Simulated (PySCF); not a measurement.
BGeH9O2Si2.
Numbering: `[OH:1][B:2]([OH:3])[Si@H:4]([SiH3:5])[GeH3:6]`

A calculation gives these core lines: B 1s: 197.12 eV; O 1s: 539.38 eV; Si 1s: 1845.29 (area 1), 1845.84 (area 1) eV; Si 2p3/2: 105.63 (area 1), 106.12 (area 1) eV.

Computed, not measured: PySCF 2.14.0, delta-SCF UKS SCAN, pcX-2 on the ionised atom, pcseg-1 elsewhere, spin-free X2C. Geometry: PBE0-D3(BJ)/def2-SVP, one conformer, isolated molecule.

Assign the Si 1s lines to atoms.

1845.29 eV: Si4 (SiH silicon); 1845.84 eV: Si5 (SiH3 silicon). The listed Si 1s values span 0.55 eV, from Si4 (bonded to H, B, Ge and Si) to Si5 (bonded to 3 H and Si).

Order the silicon atoms by Si 2p3/2 binding energy.

105.63 eV: Si4 (SiH silicon); 106.12 eV: Si5 (SiH3 silicon). Lowest listed Si 2p3/2: Si4, bonded to H, B, Ge and Si. Highest, 0.49 eV above it: Si5, bonded to 3 H and Si.

Bonded neighbours of each site: O1/O3: H and B; B2: 2 O and Si; Si4: H, B, Ge and Si; Si5: 3 H and Si.

Which effective nuclear charge Zeff reproduces each element's mean 1s value in the hydrogen-like formula E = 13.606 eV × Zeff²?

B (Z = 5): mean 197.1 eV, Zeff = 3.81, Z − Zeff = 1.19; O (Z = 8): mean 539.4 eV, Zeff = 6.30, Z − Zeff = 1.70; Si (Z = 14): mean 1845.6 eV, Zeff = 11.65, Z − Zeff = 2.35. Means run over the listed sites, weighted by atom count.

Topologically equivalent atoms share the value of their first member; where this conformer doesn't relate them by symmetry, their own values could differ. Spin–orbit coupling isn't in the SCF: each 2p doublet comes from a relaxed spin-free hole plus a matrix of the shell (mean-field spin–orbit coupling and the ground-state 2p splitting), with 2p3/2 averaged over its two sublevels. 2p1/2 minus 2p3/2 (ligand field included): Si 0.62 eV. No level of germanium is listed.

Shape of the structure used: `[OH:1][B:2]([OH:3])[Si@H:4]([SiH3:5])[GeH3:6]`: O1–B2–Si4–Si5 120°, H–O1–B2–O3 0°, H–O3–B2–O1 1°.
